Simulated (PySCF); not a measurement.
Atomic charges by several schemes

C9H14O.
Numbering: `[CH3:1][CH2:2][O:3]/[CH:4]=[CH:5]\[C@@H:6]1[CH2:7][C:8]12[CH2:9][CH2:10]2` (hydrogens: H11, H12, H13 on C1; H14, H15 on C2; H16 on C4; H17 on C5; H18 on C6; H19, H20 on C7; H21, H22 on C9; H23, H24 on C10)

Cartesian coordinates in Å at the GFN2-xTB level; atoms count from 1:
```
atom  x, y, z in Å
C1    -3.8876    0.8322   -0.4562
C2    -2.4290    0.4394   -0.2665
O3    -2.1565   -0.6313   -1.1480
C4    -0.8829   -1.0304   -1.3888
C5     0.2976   -0.7265   -0.8541
C6     0.6792    0.1712    0.2539
C7     1.8440    1.1361    0.0363
C8     1.9965   -0.0433    0.9097
C9     2.5023   -0.3347    2.2674
C10    2.9571   -1.1536    1.0780
H11   -4.1419    1.6485    0.2141
H12   -4.0574    1.1464   -1.4825
H13   -4.5300   -0.0182   -0.2443
H14   -2.2615    0.1254    0.7729
H15   -1.7746    1.2900   -0.4957
H16   -0.9152   -1.7504   -2.1980
H17    1.1468   -1.2199   -1.3083
H18   -0.1144    0.5326    0.8927
H19    1.7803    2.1163    0.4873
H20    2.3293    1.1288   -0.9293
H21    3.2058    0.3532    2.7148
H22    1.8373   -0.8006    2.9805
H23    3.9696   -1.0240    0.7229
H24    2.5934   -2.1675    0.9916
```

Density: PBE0/pcSseg-1 (PySCF); schemes: Mulliken, IAO, Hirshfeld and ESP-fitted. Geometry: GFN2-xTB, one conformer, isolated molecule.

Problem. Which atoms carry the lowest charge in the Mulliken, IAO, Hirshfeld and ESP-fitted schemes?

Solution. The schemes don't all agree: Mulliken O3 (-0.477); IAO C1 (-0.422); Hirshfeld C1 (-0.121); ESP-fitted C1 (-0.666).

Problem. At which atom do the 4 schemes differ most?

Solution. At C1: from -0.666 (ESP-fitted) to -0.121 e (Hirshfeld), 0.545 e apart.

Problem. Do the Mulliken, IAO, Hirshfeld and ESP-fitted schemes agree on where the charge is highest?

Solution. The schemes don't all agree: Mulliken C4 (+0.210); IAO H16 (+0.157); Hirshfeld H11 (+0.047); ESP-fitted C2 (+0.403).

Problem. Give the atomic charges in each scheme.

Solution. In e:

```tsv
atom	environment	Mulliken	IAO	Hirshfeld	ESP-fitted
C1	methyl carbon	-0.244	-0.422	-0.121	-0.666
C2	sp3 carbon bound to oxygen	-0.044	-0.044	+0.013	+0.403
O3	ether oxygen	-0.477	-0.339	-0.110	-0.347
C4	vinylic carbon bearing oxygen	+0.210	+0.036	+0.011	+0.056
C5	alkene CH carbon	-0.188	-0.250	-0.091	-0.502
C6	allylic carbon	-0.225	-0.131	-0.043	+0.237
C7	three-membered-ring carbon	-0.084	-0.294	-0.091	-0.441
C8	sp3 carbon at a ring junction	-0.268	-0.008	-0.007	+0.260
C9	three-membered-ring carbon	-0.167	-0.291	-0.088	-0.367
C10	three-membered-ring carbon	-0.175	-0.292	-0.086	-0.252
H11	methyl hydrogen	+0.112	+0.145	+0.047	+0.155
H12	methyl hydrogen	+0.120	+0.150	+0.043	+0.185
H13	methyl hydrogen	+0.121	+0.150	+0.044	+0.178
H14	methylene hydrogen	+0.118	+0.124	+0.038	+0.048
H15	methylene hydrogen	+0.125	+0.129	+0.039	+0.039
H16	vinylic hydrogen	+0.099	+0.157	+0.046	+0.135
H17	vinylic hydrogen	+0.097	+0.152	+0.041	+0.164
H18	methine hydrogen	+0.120	+0.141	+0.041	-0.041
H19	methylene hydrogen	+0.123	+0.147	+0.045	+0.128
H20	methylene hydrogen	+0.122	+0.147	+0.044	+0.151
H21	methylene hydrogen	+0.123	+0.147	+0.046	+0.138
H22	methylene hydrogen	+0.126	+0.148	+0.046	+0.127
H23	methylene hydrogen	+0.126	+0.148	+0.046	+0.110
H24	methylene hydrogen	+0.129	+0.149	+0.046	+0.105
```

Mean size of the charges over all atoms: ESP-fitted 0.218 e, IAO 0.173 e, Mulliken 0.156 e, Hirshfeld 0.053 e. Each set sums to the total charge, 0, to within 0.001 e. The IAO scheme counts the electrons in orthogonalised intrinsic atomic orbitals, a minimal basis polarised so that it spans the occupied orbitals exactly. The Mulliken scheme counts on each atom the diagonal of the density matrix times the overlap matrix over that atom's basis functions.

Problem. How many electrons does the ESP-fitted scheme count on O3?

Solution. Z − q = 8 − (-0.347) = 8.347.

Problem. How closely do the schemes follow one another over all atoms?

Solution. Correlation coefficient and root-mean-square difference: IAO with Hirshfeld 0.99, 0.137 e; Mulliken with Hirshfeld 0.87, 0.129 e; Mulliken with IAO 0.86, 0.102 e; Hirshfeld with ESP-fitted 0.83, 0.221 e; IAO with ESP-fitted 0.81, 0.160 e; Mulliken with ESP-fitted 0.55, 0.227 e.
